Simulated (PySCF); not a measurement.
## [Pb(NH3)3]2+ at several levels of theory

Computed with PySCF 2.14.0 (density fitting, no spin-orbit coupling) at the geometry relaxed with BP86:

```xyz
13
[Pb(NH3)3]2+ (singlet)
Pb    0.0000    0.0000   -1.1669
N     2.1213    0.0480    0.1897
H     2.0456   -0.0352    1.2193
H     2.7595   -0.7147   -0.1071
H     2.6533    0.9214    0.0188
N    -1.1022    1.8131    0.1897
H    -0.9923    1.7892    1.2193
H    -0.7608    2.7472   -0.1071
H    -2.1246    1.8371    0.0188
N    -1.0191   -1.8611    0.1897
H    -1.0533   -1.7540    1.2193
H    -1.9987   -2.0325   -0.1071
H    -0.5287   -2.7586    0.0188
```

```tsv
level	basis	state	HOMO (eV)	gap (eV)	charge on Pb1 (e)	dipole about the centre of mass (D)	largest force component (eV/Å)
BP86	Pb def2-SVP with ECP60, N def2-SVP, H def2-SVP	singlet	-16.41	5.60	0.98	7.11	0.02
PBE	the same	singlet	-16.29	5.55	0.98	7.09	0.05
B3LYP	the same	singlet	-17.28	7.01	1.04	6.91	0.32
r2SCAN	the same	singlet	-16.58	6.13	1.06	7.01	0.36
HF	the same	singlet	-20.06	12.96	1.31	6.51	1.00
BP86	Pb x2c-SVPall, N x2c-SVPall, H x2c-SVPall	singlet	-16.44	5.60	0.99	7.09	0.69
```

Charges are Mulliken's, which hang on the basis. The relaxation used the grid (50, 194), these runs (75, 302) or, all-electron (x2c bases, spin-free X2C Hamiltonian), (99, 590).

Task: What does BP86 with Pb def2-TZVP with ECP60, N def2-TZVP, H def2-TZVP give here?

Result: state singlet, HOMO (eV) -16.47, gap (eV) 5.57, charge on Pb1 (e) 1.11, dipole about the centre of mass (D) 6.92, largest force component (eV/Å) 0.28. Time: 13 s on 2 threads of AMD EPYC 9B45 (Zen 5), on a shared host, from free ions and atoms.

In the first row's basis the gap widens with exact exchange: 5.6 to 6.1 eV for PBE, BP86, r2SCAN (none); 7.0 eV for B3LYP (a fixed share); 13.0 eV for Hartree–Fock (rising or full at long range).
